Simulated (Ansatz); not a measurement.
System: sum formula InClF$_{2}$ (charge 0, singlet). 
Structure (B3LYP-D3(BJ)/def2-TZVP (Ansatz, a first-principles code) minimum search):
```
In
F 1 1.9364
F 1 1.9364 2 114.76
Cl 1 2.2976 2 122.62 3 180.00
```

Quantity: atomisation energy (electronic, to ground-state atoms), in eV. Cores are frozen in the correlated levels unless marked. Open shells are spin-unrestricted. No spin-orbit coupling. The frozen core is the preceding noble-gas configuration, with the filled d and f shells of earlier blocks. Past Kr the def2 sets carry scalar-relativistic core potentials. STO-3G rows are all-electron and non-relativistic. The coupled-cluster limit lacks core correlation, which all-electron functionals hold. CBS marks a two-point X^-3 extrapolation of the correlation energy; Hartree-Fock from the larger set.

```json
[
 {"level": "HF/def2-TZVPP", "program": "Ansatz", "atomisation energy (eV)": "7.88"},
 {"level": "BLYP-D4/def2-TZVPD", "program": "Ansatz + dftd4", "atomisation energy (eV)": "11.71"},
 {"level": "B3LYP-D4/def2-TZVPD", "program": "Ansatz + dftd4", "atomisation energy (eV)": "11.47"},
 {"level": "PBE0/STO-3G", "program": "Ansatz", "atomisation energy (eV)": "14.13"},
 {"level": "PBE0/def2-QZVPP", "program": "Ansatz", "atomisation energy (eV)": "11.63"},
 {"level": "BHLYP-D3(BJ)/def2-TZVPD", "program": "Ansatz + dftd3", "atomisation energy (eV)": "10.81"},
 {"level": "r2SCANh/def2-TZVPD", "program": "Ansatz", "atomisation energy (eV)": "11.70"},
 {"level": "CAM-B3LYP-D4/def2-TZVPD", "program": "Ansatz + dftd4", "atomisation energy (eV)": "11.74"},
 {"level": "LC-wPBE-D4/def2-TZVPD", "program": "Ansatz + dftd4", "atomisation energy (eV)": "12.16"},
 {"level": "wB97M-V/def2-TZVPD", "program": "Ansatz", "atomisation energy (eV)": "11.87"},
 {"level": "B2PLYP-D4/def2-TZVPD", "program": "Ansatz + dftd4", "atomisation energy (eV)": "11.85"},
 {"level": "RPA@PBE/def2-TZVPP", "program": "Ansatz", "atomisation energy (eV)": "10.54"},
 {"level": "MP2/def2-TZVPPD", "program": "Ansatz", "atomisation energy (eV)": "12.92"},
 {"level": "RI-MP2/def2-TZVPPD", "program": "Ansatz", "atomisation energy (eV)": "12.92"},
 {"level": "RI-MP2/def2-QZVPP", "program": "Ansatz", "atomisation energy (eV)": "13.20"},
 {"level": "SCS-MP2/def2-QZVPP", "program": "Ansatz", "atomisation energy (eV)": "12.65"},
 {"level": "CCSD/def2-TZVPP", "program": "Ansatz", "atomisation energy (eV)": "11.50"},
 {"level": "CCSD/def2-QZVPPD", "program": "Ansatz", "atomisation energy (eV)": "11.86"},
 {"level": "CCSD(T)/STO-3G", "program": "Ansatz", "atomisation energy (eV)": "10.81"},
 {"level": "CCSD(T)/def2-TZVPPD", "program": "Ansatz", "atomisation energy (eV)": "11.93"},
 {"level": "CCSD(T)/CBS(def2-TZVPPD,def2-QZVPPD)", "program": "Ansatz", "atomisation energy (eV)": "12.43"}
]
```
